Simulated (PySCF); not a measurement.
**Polarisability and C₆ of F(2+) (fluorine, charge +2)**

[He] 2s1 2p3 3s1, high-spin 6S determinant (an excited configuration). Computed with PySCF 2.14 in aug-cc-pV5Z (7s6p5d4f3g2h, 127 functions), with the non-relativistic Hamiltonian (point nucleus). Coupled (time-dependent) response in atomic units; α is the mean over directions.

```json
{"method": "HSE06", "mean α (bohr³)": "31.21", "C₆ (like pair)": "119.4", "S(−4)": "1253"}
```

S(−4) is the Cauchy moment in α(ω) = α(0) + S(−4) ω² + …

α(iu) at HSE06:

```json
{"u (hartree)": "0", "α(iu) (bohr³)": "31.21"}
{"u (hartree)": "0.0500", "α(iu) (bohr³)": "28.37"}
{"u (hartree)": "0.100", "α(iu) (bohr³)": "22.34"}
{"u (hartree)": "0.200", "α(iu) (bohr³)": "12.31"}
{"u (hartree)": "0.300", "α(iu) (bohr³)": "7.271"}
{"u (hartree)": "0.500", "α(iu) (bohr³)": "3.417"}
{"u (hartree)": "0.750", "α(iu) (bohr³)": "1.877"}
{"u (hartree)": "1.00", "α(iu) (bohr³)": "1.257"}
{"u (hartree)": "1.50", "α(iu) (bohr³)": "0.7435"}
{"u (hartree)": "2.00", "α(iu) (bohr³)": "0.5186"}
{"u (hartree)": "3.00", "α(iu) (bohr³)": "0.3060"}
{"u (hartree)": "5.00", "α(iu) (bohr³)": "0.1455"}
```

For an ion, C₆ is the dispersion term alone; charge-induced terms of lower order in 1/R come first.

The outer electron is Rydberg-like, and this basis confines it to a smaller radius and binds it less than a complete one would.
